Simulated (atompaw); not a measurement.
## mercury: variants of one PAW (atompaw) potential

Base potential:

* Element: Hg
* Generator: atompaw 4.2.0.5
* Type: PAW
* Functional: PBE
* Relativity: scalar-relativistic
* Frozen core: [Xe] 4f14
* Valence charge: 12
* Reference configuration: 5d10 6s1 6p1
* Partial waves: 6s (bound): rc 2.20 bohr; 6s channel at 0.05 Ry: rc 2.20 bohr; 6p (bound): rc 3.00 bohr; 6p channel at 1.4 Ry: rc 3.00 bohr; 5d (bound): rc 3.00 bohr; 5d channel at 1.8 Ry: rc 1.95 bohr
* Local potential: ultrasoft scheme with l = 3 at 0 Ry, radius 2.45 bohr
* Core correction: smooth core density matched at 2.65 bohr
* Augmentation charge: sinc compensation charge, radius 2.20 bohr; PAW radius 3.00 bohr; waves and projectors: custom rrkj vanderbiltortho

All-electron outer shells of the reference configuration (PBE, scalar-relativistic, ld1.x):

| shell | level (eV) | outermost node (bohr) | outermost maximum (bohr) |
| --- | --- | --- | --- |
| 4f | -98.13 | – | 0.37 |
| 5p | -68.79 | 0.51 | 0.93 |
| 5d | -12.03 | 0.55 | 1.17 |
| 6s | -8.39 | 1.08 | 2.18 |
| 6p | -2.08 | 1.27 | 3.14 |

Cutoffs, loose and tight: the cutoffs (Ry, on a coarse ladder) from which the occupation-weighted sum of valence levels, in a spherical-Bessel basis at the reference potential, stays within 10 and 1 mRy of its value at 400 Ry. They see the waves, projectors and local potential, not the compensation charge or the core. A dash means not determined.

A true bound ghost makes a file unfit for plane-wave use even where its test errors are small: the radial tests pick states by their node count and pass the ghost by.

```tsv
change	outcome	cutoff, loose	cutoff, tight	bound ghosts
base	generated	12 Ry	18 Ry	none
all radii scaled by about 0.78 (s 1.72, p 2.34, d 2.34 bohr); local potential ultrasoft scheme with l = 3 at 0 Ry, radius 1.92 bohr; augmentation sinc compensation charge, radius 1.72 bohr; PAW radius 2.34 bohr; waves and projectors: custom rrkj vanderbiltortho; core correction smooth core density matched at 2.08 bohr	failed: atompaw: The overlap operator has at least one negative eigenvalue!	–	–	–
all radii scaled by about 0.87 (s 1.92, p 2.60, d 2.60 bohr); local potential ultrasoft scheme with l = 3 at 0 Ry, radius 2.12 bohr; augmentation sinc compensation charge, radius 1.92 bohr; PAW radius 2.60 bohr; waves and projectors: custom rrkj vanderbiltortho; core correction smooth core density matched at 2.30 bohr	generated	18 Ry	30 Ry	s
all radii scaled by about 0.95 (s 2.08, p 2.84, d 2.84 bohr); local potential ultrasoft scheme with l = 3 at 0 Ry, radius 2.32 bohr; augmentation sinc compensation charge, radius 2.08 bohr; PAW radius 2.84 bohr; waves and projectors: custom rrkj vanderbiltortho; core correction smooth core density matched at 2.50 bohr	generated	12 Ry	21 Ry	none
all radii scaled by about 1.06 (s 2.32, p 3.18, d 3.18 bohr); local potential ultrasoft scheme with l = 3 at 0 Ry, radius 2.60 bohr; augmentation sinc compensation charge, radius 2.32 bohr; PAW radius 3.18 bohr; waves and projectors: custom rrkj vanderbiltortho; core correction smooth core density matched at 2.80 bohr	generated	10 Ry	18 Ry	none
all radii scaled by about 1.15 (s 2.52, p 3.44, d 3.44 bohr); local potential ultrasoft scheme with l = 3 at 0 Ry, radius 2.80 bohr; augmentation sinc compensation charge, radius 2.52 bohr; PAW radius 3.44 bohr; waves and projectors: custom rrkj vanderbiltortho; core correction smooth core density matched at 3.04 bohr	generated	8 Ry	12 Ry	none
```

**Question.** What comes out with this change to the base: all radii scaled by about 1.29 (s 2.82, p 3.86, d 3.86 bohr); local potential ultrasoft scheme with l = 3 at 0 Ry, radius 3.14 bohr; augmentation sinc compensation charge, radius 2.82 bohr; PAW radius 3.86 bohr; waves and projectors: custom rrkj vanderbiltortho; core correction smooth core density matched at 3.40 bohr?

**Answer.** outcome: generated; cutoff, loose: 8 Ry; cutoff, tight: 8 Ry; bound ghosts: none.

Reading the sweep of the scale of all radii (base = 1) (base included, trends over the rows without a ghost): The loose cutoff falls from 12 Ry at 0.95 to 8 Ry at 1.29. A larger radius leaves more room for a smooth pseudo-wave, so fewer plane waves are needed; a smaller one forces it to follow the all-electron wave where it bends sharply. Bound ghosts are found at 0.87. The generation fails at 0.78.
